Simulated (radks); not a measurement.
Coulomb parameter of the 5d shell of the tantalum ion Ta2+ in the model configuration [Xe] 4f14 5d1 6p2, as a second difference U = [E(n + 0.5) + E(n - 0.5) - 2 E(n)] / (0.5)^2 with all orbitals relaxed. "Bare": the charge of the atom changes with n. "Screened": the 6p shell takes up the change at fixed total charge, which measures U(5d,5d) + U(6p,6p) - 2 U(5d,6p). All-electron calculation, scalar-relativistic Kohn-Sham, PBE, spin-unpolarised, spherical densities, finite nucleus; Fermi nuclear charge, rms radius 5.3507 fm. Program: a radial shooting solver on a logarithmic mesh with Libxc functionals.

[
 {"case": "start", "configuration": "[Xe] 4f14 5d1 6p2", "E - E(n) (eV)": "0.000"},
 {"case": "bare +0.5", "configuration": "[Xe] 4f14 5d1.5 6p2", "E - E(n) (eV)": "-10.965"},
 {"case": "bare -0.5", "configuration": "[Xe] 4f14 5d0.5 6p2", "E - E(n) (eV)": "13.660"},
 {"case": "screened +0.5", "configuration": "[Xe] 4f14 5d1.5 6p1.5", "E - E(n) (eV)": "-4.267"},
 {"case": "screened -0.5", "configuration": "[Xe] 4f14 5d0.5 6p2.5", "E - E(n) (eV)": "4.697"}
]

U(bare) = 10.781 eV, U(screened by 6p) = 1.721 eV, against the Slater integral F0(5d,5d) = 13.503 eV with frozen orbitals.
